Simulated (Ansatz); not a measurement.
Job for Ansatz (a first-principles code): R-PBE/def2-TZVPP on CH6SiTe (SMILES C[Te][SiH3]), a point of a torsion scan. Elements past Kr take the def2 small-core potentials; no spin–orbit coupling.

Ansatz 0.2 input:
```yaml
crystal:
  periodic: [false, false, false]
  atoms:
    - {symbol: C, position_ang: [1.70353966, -0.12738312, 0.14768741]}
    - {symbol: Te, position_ang: [0.40072689, 0.80707461, -1.30126405]}
    - {symbol: Si, position_ang: [-1.66515198, 0.12862134, -0.08805349]}
    - {symbol: H, position_ang: [1.47207116, -1.17988760, 0.23850878]}
    - {symbol: H, position_ang: [2.72373807, -0.01743232, -0.19073082]}
    - {symbol: H, position_ang: [1.59930495, 0.34703975, 1.11390117]}
    - {symbol: H, position_ang: [-1.96939058, 0.99790412, 1.04906516]}
    - {symbol: H, position_ang: [-1.53828951, -1.23833494, 0.40994752]}
    - {symbol: H, position_ang: [-2.75712829, 0.21732477, -1.04748200]}
basis:
  gaussian:
    orbitals: def2-TZVPP
hamiltonian:
  xc: {name: PBE}
scf: {lower_state_search: off}
```

The log:

```
WARN ansatz: RAYON_NUM_THREADS=1 ignored (pool sized by the plan → 1); use --threads N
Functional definition: PBE
these checks for a lower state are left out or cut short: stability, starts, cluster_reference, orbital_swaps, neighbouring_geometries, increment
integrals: 0.12 GiB planned
1208 factors; their error is unknown
mean field: 0.83 GiB planned
mean field evaluation 1: about -16291.0204 eV, gradient 6.3e1 eV
mean field evaluation 2: about -16270.0035 eV, gradient 9.9e1 eV
mean field evaluation 4: about -16300.7355 eV, gradient 8.2e0 eV
mean field evaluation 8: about -16300.8476 eV, gradient 2.2e-1 eV
mean field evaluation 16: about -16300.7004 eV, gradient 5.1e-4 eV
mean field -16300.70043391 eV, -599.0396919344 hartree, gradient 2.4e-6 eV, S^2 0.000000; 0 other end points of the search recorded, 0 dependent functions left out
reference -16300.70047663 eV, -599.0396935046 hartree; 25, 25 occupied and 182, 182 virtual orbitals, 1208 factors
Total energy: -16300.70047663 eV, -599.0396935046 hartree
Checks for a lower state left out: stability, starts, cluster_reference, orbital_swaps, neighbouring_geometries, increment
```

The run converged.

Cost: roughly 2.3 core-seconds.
